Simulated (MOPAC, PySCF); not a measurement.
HAlCl2, SMILES `[Cl][AlH][Cl]`, neutral singlet in the gas phase. 

Cartesian coordinates (Å):
```xyz
4

Cl     1.8332    -0.8295     0.0038
Al    -0.0076     0.1435    -0.0008
Cl    -1.7353    -1.0186     0.0067
H     -0.0903     1.7046    -0.0097
```
Charge 0, multiplicity 1.

All levels are single points at this geometry (PBE0-D3(BJ)/def2-TZVP); Pople sets use spherical d functions. Orbital energies aren't observables, and empty levels follow the basis.

```tsv
level	HOMO (eV)	LUMO (eV)	gap (eV)	dipole (D)	vertical IE, Delta-SCF (eV)
PBE-D3(BJ)/def2-TZVP in PySCF	-7.94	-2.19	5.75	0.92	–
PBE0-D3(BJ)/def2-TZVP in PySCF	-9.32	-1.43	7.89	1.02	11.49
ωB97X-D3(BJ)/def2-TZVP in PySCF	-11.82	0.47	12.29	1.04	12.03
B3LYP/3-21G in PySCF	-9.17	-2.08	7.09	1.86	–
B3LYP/6-311+G** in PySCF	-9.14	-1.82	7.32	1.30	–
B3LYP/6-31G* in PySCF	-9.01	-1.67	7.34	1.25	11.47
B3LYP/LANL2DZ in PySCF	-9.20	-2.06	7.14	1.95	–
BP86/6-31G* in PySCF	-8.01	-2.30	5.71	1.17	–
M06-2X/6-31G* in PySCF	-10.59	-0.94	9.65	1.39	–
HF/3-21G in PySCF	-12.67	0.80	13.47	2.36	–
HF/STO-3G in PySCF	-10.28	6.86	17.14	2.77	–
AM1 in MOPAC	-11.40	-1.42	9.97	1.31	–
PM6 in MOPAC	-11.35	0.12	11.46	2.12	–
```
